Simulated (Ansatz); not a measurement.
```yaml
crystal:
  periodic: [false, false, false]
  atoms:
    - {symbol: Ag, position_ang: [-0.278387, -2.046776, -0.324096]}
    - {symbol: Ag, position_ang: [0.277315, 2.046322, 0.327876]}
    - {symbol: F, position_ang: [0.001062, 0.000454, -0.003780]}
basis:
  gaussian: {orbitals: def2-mTZVP, fitting: {mean_field: cc-pVTZ-jkfit}}
total_charge: 1
hamiltonian: {xc: {name: rPW86-PBE}, dispersion: rvv10}
scf: {omitted_lower_state_checks: [starts]}
output: {forces: true}
```

```sh
$ ansatz run in.yaml --threads 4 --pin off --events-out ev --progress --plain --max-ram 3916MiB
```

It prints (some lines left out):

```
Functional definition: rPW86-PBE+rVV10
Error: [file] the basis set cc-pVTZ-JKFIT has no functions for Ag
```

In the def2 sets Ag takes a core potential; there is no spin–orbit coupling.
